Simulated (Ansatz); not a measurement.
Born–Oppenheimer molecular dynamics of C2H9BO2Si (15 atoms, charge 0, multiplicity 1). It goes on from the last frame of an earlier run, with new velocities.

Method: RKS PBE0-D4/STO-3G (Ansatz).

| Quantity | Value |
| --- | --- |
| ensemble | NVT, Langevin thermostat |
| time step | 1 fs |
| steps asked | 250 |
| set temperature | 300 K |
| friction | 0.001 /fs |
| seed | 300401 |

First frame:

```xyz
15
Properties=species:S:1:pos:R:3
C -1.836 -2.016 0.234
O -0.845 -1.022 -0.262
B 0.317 -0.601 0.262
O 0.918 -1.014 1.478
Si 1.395 0.829 -0.618
C 0.470 2.443 -0.435
H -1.384 -3.014 0.277
H -2.448 -2.038 -0.684
H -2.390 -1.781 1.126
H 0.300 -1.601 2.029
H 2.705 0.967 -0.020
H 1.630 0.606 -2.026
H -0.294 2.570 -1.187
H -0.039 2.485 0.560
H 1.165 3.298 -0.506
```

(1) How far do the bonds stretch over the last three quarters of this one trajectory? (Pairs bonded in most of those frames.)

Results:

(1) 
```json
{"bond": "C1–O2", "mean (Å)": "1.465", "spread (Å)": "0.037", "shortest": "1.39", "longest": "1.53"}
{"bond": "C1–H7", "mean (Å)": "1.113", "spread (Å)": "0.029", "shortest": "1.06", "longest": "1.17"}
{"bond": "C1–H8", "mean (Å)": "1.110", "spread (Å)": "0.029", "shortest": "1.05", "longest": "1.17"}
{"bond": "C1–H9", "mean (Å)": "1.114", "spread (Å)": "0.036", "shortest": "1.04", "longest": "1.18"}
{"bond": "O2–B3", "mean (Å)": "1.383", "spread (Å)": "0.038", "shortest": "1.30", "longest": "1.47"}
{"bond": "B3–O4", "mean (Å)": "1.378", "spread (Å)": "0.031", "shortest": "1.32", "longest": "1.43"}
{"bond": "B3–Si5", "mean (Å)": "1.978", "spread (Å)": "0.036", "shortest": "1.92", "longest": "2.06"}
{"bond": "O4–H10", "mean (Å)": "1.017", "spread (Å)": "0.032", "shortest": "0.97", "longest": "1.07"}
{"bond": "Si5–C6", "mean (Å)": "1.875", "spread (Å)": "0.026", "shortest": "1.82", "longest": "1.92"}
{"bond": "Si5–H11", "mean (Å)": "1.446", "spread (Å)": "0.014", "shortest": "1.41", "longest": "1.48"}
{"bond": "Si5–H12", "mean (Å)": "1.449", "spread (Å)": "0.025", "shortest": "1.40", "longest": "1.50"}
{"bond": "C6–H13", "mean (Å)": "1.097", "spread (Å)": "0.026", "shortest": "1.04", "longest": "1.15"}
{"bond": "C6–H14", "mean (Å)": "1.095", "spread (Å)": "0.021", "shortest": "1.05", "longest": "1.14"}
{"bond": "C6–H15", "mean (Å)": "1.095", "spread (Å)": "0.011", "shortest": "1.08", "longest": "1.12"}
```

Mean temperature of the second half: 299 K. A run of 0.25 ps of so small a system gives no equilibrium averages. Limits of this set-up: minimal basis.

The run took 11 min on 1 thread of Arm Neoverse V1, with other jobs on the host, peak memory 0.098 GiB.
